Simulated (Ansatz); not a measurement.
Basis sets compared for Sn₂₁AsH₂₈⁺, a doped nanocrystal cut from the lattice of tin (As on an inner site). Charge 1, multiplicity 1. Geometry r2SCAN-D4/def2-SVP. Ansatz on 11 threads of AMD EPYC 7R13 on a shared host and a whole NVIDIA H100 80GB HBM3; times are rough, and most runs start from earlier orbitals.

Cartesian coordinates in Å:
```
Sn 3.5773 -0.9905 3.2941
Sn 1.1571 -4.5893 1.5353
Sn 5.1523 2.3554 0.4812
Sn 1.5417 3.0127 3.1371
Sn -0.6417 -0.4450 1.5669
Sn -2.2631 3.6203 1.7521
Sn 0.8670 2.8373 -1.1404
Sn -4.9455 0.3674 0.1938
Sn 2.7193 -1.2554 -1.2737
Sn 0.3178 -4.8037 -2.9787
Sn -1.5231 -0.5793 -2.8181
Sn -3.0695 -3.9157 -0.0014
Sn -3.4031 3.7186 -2.6306
Sn 4.0407 1.7518 2.9764
Sn 1.7857 -1.8547 1.3104
Sn -0.6962 -5.3400 -0.4249
Sn 3.3124 1.4842 -1.4442
As -0.1083 2.1532 1.2412
Sn -2.6335 -1.1506 -0.2986
Sn -4.3280 3.0851 -0.0675
Sn -1.0941 2.1866 -3.0468
Sn 0.8383 -2.0540 -3.2033
H 5.0584 -1.8427 3.1243
H 2.9272 -1.2975 4.8531
H 0.5397 -4.8662 3.1149
H 2.6344 -5.4501 1.3674
H 6.6360 1.5141 0.2974
H 5.4242 4.0428 0.3368
H 0.6346 2.6727 4.5563
H 1.5168 4.7068 2.8500
H -1.2248 -0.3851 3.1936
H -2.5878 3.1903 3.3837
H -1.5979 5.2042 1.7129
H 1.0388 4.5343 -0.8697
H -5.5355 0.0502 1.7744
H -6.1518 -0.0560 -0.9526
H 4.1915 -2.1286 -1.4943
H 1.7775 -5.6703 -3.2350
H -0.8225 -5.2555 -4.1801
H -2.6954 -1.0306 -4.0016
H -3.6876 -4.1904 1.5784
H -4.2769 -4.3499 -1.1437
H -3.0456 5.3924 -2.7440
H -4.5985 3.3041 -3.7891
H 4.9425 2.4261 4.2798
H -1.0248 -7.0230 -0.2596
H 3.8190 1.8934 -3.0409
H -5.6174 4.1086 0.4389
H -0.3464 2.5586 -4.5554
H 1.4686 -1.6472 -4.7563
```

In the def2 sets Sn takes a core potential; there is no spin–orbit coupling. Single mean-field runs in def2-SVP, def2-TZVP are fitted with def2-universal-jkfit.

| level | functions | energy (Eh) | HOMO (eV) | LUMO (eV) | wall time |
| --- | --- | --- | --- | --- | --- |
| PBE-D4/def2-SVP | 718 | -6752.6415 | -8.14 | -5.39 | 3.8 s |
| PBE0-D4/def2-SVP | 718 | -6752.9642 | -8.96 | -4.77 | 5.5 s |

Task: Estimate the rows for PBE-D4/def2-TZVP, PBE0-D4/def2-TZVP (with forces).

Result: 
```csv
level,functions,energy (Eh),HOMO (eV),LUMO (eV),wall time
PBE-D4/def2-TZVP,1266,-6753.0780,-8.18,-5.45,6.5 s
PBE0-D4/def2-TZVP (with forces),1266,-6753.3817,-8.97,-4.79,14 s
```
